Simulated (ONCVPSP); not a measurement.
# PBE ONCV dataset for He (Z = 2), scalar-relativistic all-electron reference.

* Element: helium (He)
* Generator: ONCVPSP 4.0.1
* Type: optimised norm-conserving Vanderbilt (ONCV)
* Functional: PBE
* Relativity: scalar-relativistic
* Frozen core: none
* Valence charge: 2
* Reference configuration: 1s1 (charge +1)
* Partial waves: 1s: rc 0.40 bohr, ncon 3, nbas 8, qcut 17 1/bohr, 2 projectors, debl 3.5 Ha; p scattering state at 0.13 Ha: rc 0.40 bohr, ncon 3, nbas 6, qcut 20.1 1/bohr, 2 projectors, debl 3.6 Ha
* Local potential: polynomial inside 0.35 bohr (lpopt 5, dvloc0 -1 Ha)
* Core correction: none

All-electron outer shells of the reference configuration (PBE, scalar-relativistic, ld1.x):

```
shell  level (eV)  outermost node (bohr)  outermost maximum (bohr)
   1s      -39.13                      –                      0.51
```

Results:

```
Cutoffs needed           : 112 Ha and 219 Ha (the cutoffs (Ha) at which the residual kinetic energy of the hardest occupied pseudo-wave falls to 1 and 0.1 mHa per electron)
Ghost test               : no bound ghost flagged; no localised positive-energy state flagged
Largest excitation error : +5.4 meV (all-electron minus pseudo) for 1s2, out of 2 test configurations
```

Generation and tests took about 2.4 s on one core of a shared server CPU.
